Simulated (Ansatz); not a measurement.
This geometry of F6Mo + H4OSi (13 atoms, charge 0, multiplicity 1) is a first-order saddle point.

These are results of RKS PBE/def2-SVP in Ansatz 0.2.0, not measurements.

```xyz
13
Properties=species:S:1:pos:R:3
Mo 0.155 0.161 -0.046
F -0.861 0.641 1.864
F 1.959 0.162 -0.647
F -0.086 1.953 -0.416
F -1.667 -0.102 -0.261
F 0.286 -1.541 0.654
F 0.068 -0.382 -1.814
O 1.290 0.769 1.534
Si 2.994 0.992 1.689
H 3.698 -0.311 1.478
H 3.455 2.055 0.742
H 3.139 1.448 3.111
H 0.187 0.836 2.136
```

(1) Which two structures does it join? (They come from a converged band through this point; their orientation in space is the band's.)

(2) How far does it lie above each of them?

Answers

(1) Bonds broken: Mo1–F2, O8–H13. Bonds formed: Mo1–O8, F2–H13. F6Mo + H4OSi becomes F5H3MoOSi + FH.

Initial state:

```xyz
13
Properties=species:S:1:pos:R:3
Mo -0.474 -0.232 -0.460
F -0.461 -0.141 1.388
F 1.365 -0.306 -0.492
F -0.440 1.603 -0.568
F -2.318 -0.191 -0.436
F -0.536 -2.073 -0.355
F -0.512 -0.343 -2.299
O 1.751 1.609 1.845
Si 3.397 1.417 2.166
H 3.766 -0.028 2.391
H 4.109 1.944 0.958
H 3.825 2.197 3.384
H 1.145 1.224 2.503
```

Final state:

```xyz
13
Properties=species:S:1:pos:R:3
Mo 0.368 0.166 -0.539
F 0.406 0.653 3.093
F 1.470 0.147 -2.018
F -0.032 1.954 -0.829
F -0.866 0.155 0.917
F 0.633 -1.652 -0.289
F -1.091 -0.259 -1.606
O 1.703 0.591 0.622
Si 2.826 1.033 1.871
H 2.947 -0.107 2.827
H 4.100 1.210 1.095
H 2.388 2.330 2.466
H -0.236 0.459 2.415
```

(2) 0.41 eV above the first and 0.74 eV above the second. This is the barrier of this one path; another mechanism may lie lower. The orbitals stay closed-shell, which can raise the energy where a bond breaks towards radicals; this wasn't checked here.

Run time: 8.5 min on 4 threads of Arm Neoverse V2, with other jobs on the host, peak memory 0.3 GiB.
